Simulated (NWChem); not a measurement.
SiIBr, singlet; SMILES I[Si]Br

Results from NWChem. Low-valent species are run as closed-shell singlets; no triplet was tried in these runs. Geometry: optimised at PBE-D3(BJ)/def2-SVP. def2 effective core potentials on I; no spin-orbit coupling. Vertical excitations in the gas phase; the lowest state need not have the same character in each row.

| level | lowest excitation, singlet (eV) | oscillator strength of that lowest state | lowest state with f > 0.02, singlet (eV) | oscillator strength of that bright state | orbital gap (eV) |
|---|---|---|---|---|---|
| PBE/def2-SVP, TDA | 2.72 | 0.003 | 3.74 | 0.050 | 2.38 |
| B3LYP/def2-SVP, TDA | 2.96 | 0.008 | 3.94 | 0.047 | 3.73 |
| BHandHLYP/def2-SVP, TDA | ? | ? | ? | ? | ? |

Task: Fill in the missing entries.

Result: 
- BHandHLYP/def2-SVP, TDA, lowest excitation, singlet (eV): 3.17
- BHandHLYP/def2-SVP, TDA, oscillator strength of that lowest state: 0.019
- BHandHLYP/def2-SVP, TDA, lowest state with f > 0.02, singlet (eV): 4.38
- BHandHLYP/def2-SVP, TDA, oscillator strength of that bright state: 0.039
- BHandHLYP/def2-SVP, TDA, orbital gap (eV): 5.79
